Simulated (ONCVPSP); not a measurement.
## PBE ONCV dataset for Li (Z = 3), scalar-relativistic all-electron reference.

The input file (ONCVPSP 4.0.1):

```
# ATOM AND REFERENCE CONFIGURATION
# atsym  z   nc   nv     iexc    psfile
  Li 3.00    1    1        4      upf
#
#   n    l    f
    1    0    2.00
    2    0    1.00
#
# PSEUDOPOTENTIAL AND OPTIMIZATION
# lmax
    1
#
#   l,   rc,      ep,       ncon, nbas, qcut
    0    2.85    0.00    4    8    1.80
    1    2.40    0.33    5    8    3.70
#
# LOCAL POTENTIAL
# lloc, lpopt,  rc(5),   dvloc0
    4    5    2.05    4.00
#
# VANDERBILT-KLEINMAN-BYLANDER PROJECTORs
# l, nproj, debl
    0    2    2.30
    1    1    1.50
#
# MODEL CORE CHARGE
# icmod, fcfact, rcfact
    4    0.45    0.00
#
# LOG DERIVATIVE ANALYSIS
# epsh1, epsh2, depsh
   -2.00    5.00    0.02
#
# OUTPUT GRID
# rlmax, drl
    6.00    0.01
#
# TEST CONFIGURATIONS
# ncnf
    2
# nvcnf
#   n    l    f
    1
    2    0    0.50
#
    2
    2    0    0.00
    2    1    1.00
#
```

Command:

```bash
oncvpsp.x < Li.dat > Li.out
```

Output (shortened: citation, most of the input echo, consistency checks and plot data are left out):

```
ONCVPSP  (Optimized Norm-Conservinng Vanderbilt PSeudopotential)
scalar-relativistic version 4.0.1

#   n    l    f        energy (Ha)
    1    0    2.00    -1.9056244E+00
    2    0    1.00    -1.0562447E-01

Reference configufation results
  iterations    24
  all-electron total energy (Ha)   -7.45219754D+00

Begin loop to  construct optimized pseudo wave functions
and semi-local pseudopoentials for all angular momenta

   Wellstate for l =  0  n =  5
     eigenvalue =   2.1944
     asymptotic potential =   2.6944
     half-point radius =  5.3796

Calculating optimized projector #   1

 for l=   0

    Fraction of norm inside rc  0.289897
    Optimizing pswf for qcut=   1.80 a_B^-1,  ecut=   1.63 Ha
    Residual kinetic energy error=  1.06D-03 Ha

    Energy error per electron        Cutoff
         Ha          eV             Ha
         0.01000     0.27211        0.30
         0.00100     0.02721        1.65
         0.00010     0.00272       11.66
         0.00001     0.00027       20.67

Calculating optimized projector #   2

 for l=   0

    Fraction of norm inside rc  0.207787
    Optimizing pswf for qcut=   1.80 a_B^-1,  ecut=   1.63 Ha
    Residual kinetic energy error=  4.80D-01 Ha

    Energy error per electron        Cutoff
         Ha          eV             Ha
         0.01000     0.27211        5.49
         0.00100     0.02721       21.85
         0.00010     0.00272       28.63
         0.00001     0.00027       32.70

   Wellstate for l =  1  n =  3
     eigenvalue =   0.3300
     asymptotic potential =   0.8300
     half-point radius =  7.1456

Calculating optimized projector #   1

 for l=   1

    Fraction of norm inside rc  0.275177
    Optimizing pswf for qcut=   3.70 a_B^-1,  ecut=   6.84 Ha
    Residual kinetic energy error=  4.58D-04 Ha

    Energy error per electron        Cutoff
         Ha          eV             Ha
         0.01000     0.27211        3.21
         0.00100     0.02721        5.90
         0.00010     0.00272       16.04
         0.00001     0.00027       31.02

Construct Vanderbilt / Kleinmman-Bylander projectors

B matrix Hermiticity error, ll=   0
   1   2    6.5042E-06

  Orthonormal projector coefficients  8.6663E+00 -3.4083E+00

Model core correction analysis
  based on d2Exc/dn_idn_j

d2excae - all-electron derivatives

   -5.026975D-02

d2excps - pseudofunction derivatives with no core correction

   -5.372469D-02

rms 2nd derivative error    3.454937E-03

rmatch, rhocmatch    1.6280    0.0380

Coarse scan for minimum error
  matrix elements: rms 2nd-derivative errors (mHa)
  column index : amplitude prefactor to rhocmatch
  row index : scale prefactor to rmatch

         1.500  2.000  2.500  3.000  3.500  4.000  4.500  5.000  5.500  6.000

  1.0    3.218  3.341  3.446  3.510  3.532  3.520  3.480  3.421  3.347  3.264
  1.1    3.005  3.099  3.197  3.270  3.312  3.324  3.311  3.280  3.234  3.176
  1.2    2.744  2.780  2.845  2.906  2.952  2.980  2.992  2.990  2.977  2.953
  1.3    2.437  2.398  2.412  2.448  2.488  2.528  2.563  2.592  2.615  2.630
  1.4    2.089  1.968  1.927  1.934  1.968  2.017  2.074  2.130  2.184  2.230
  1.5    1.711  1.509  1.416  1.394  1.417  1.465  1.525  1.586  1.641  1.685
  1.6    1.307  1.029  0.881  0.821  0.812  0.831  0.859  0.884  0.898  0.896
  1.7    0.877  0.517  0.302  0.179  0.107  0.059  0.014  0.037  0.102  0.184
  1.8    0.409  0.047  0.353  0.570  0.740  0.891  1.040  1.197  1.366  1.550
  1.9    0.110  0.686  1.113  1.455  1.753  2.033  2.309  2.590  2.879  3.176

Nelder-Mead iteration
 converged in  14 steps
amplitude prefactor, scale prefactor
    4.6667    1.6998

Optimized Teter model core charge

d2excps - pseudofunction derivatives with core correction

   -5.027011D-02

rms 2nd derivative error    3.566907E-07

Pseudoatom total energy   -0.195418

Diagnostic tests using Vanderbilt-Kleinman-Bylander pseudopotentials
  1 or more projectors used as specified by nproj input data

   l    rcore       rmatch      e in        delta e   norm test  slope test

   0   2.8567531   2.9434903  -0.1056245  -0.0000001   1.0000011   0.9999944
   0   2.8567531   2.9434903   2.1943755   0.0000140   1.0000161   1.0000161

   1   2.4017691   2.4746921   0.3300000   0.0000006   1.0000009   1.0000009

 Testing for bound ghosts
   n   l    E NL Schr. Eq   E Basis Diag.   E Cutoff

   1   0       -0.105625       -0.100302     31.90

   2   1       -0.039498       -0.007737     38.63

 Testing for highly-localized positive-energy ghosts
       l    <radius>/rc     E Basis Diag.   E Cutoff

       0        0.703927       16.637109     31.90  WARNING - GHOST(+)

Test configuration 0

   n   l     f        eae           eps        diff
   1   0  2.0000   -1.90562444
   2   0  1.0000   -0.10562447   -0.10562457   -1.01D-07

    Total energies and differences
      AE_ref= -7.45219754D+00  AE_tst= -7.45219754D+00  dif=  0.00D+00
      PS_ref= -1.95418108D-01  PS_tst= -1.95418108D-01  dif=  1.80D-15
      PSP excitation error= -1.80D-15

Test configuration 1

   n   l     f        eae           eps        diff
   1   0  2.0000   -2.04910014
   2   0  0.5000   -0.19634943   -0.19596686    3.83D-04

    Total energies and differences
      AE_ref= -7.45219754D+00  AE_tst= -7.37691231D+00  dif=  7.53D-02
      PS_ref= -1.95418108D-01  PS_tst= -1.20224747D-01  dif=  7.52D-02
      PSP excitation error=  9.19D-05

Test configuration 2

psatom: WARNING lschvkbb convergence error n,l,iter=   2   1   2
ea(ii),et,emin,emax -1.745293E-01 -1.919823E-01 -1.919823E-01 -1.919823E-01
run_config: WARNING for fully non-local PS atom, stg. 2
 WARNING no output for configuration 3
```

The run took about 2.8 s on one core of a shared server CPU.
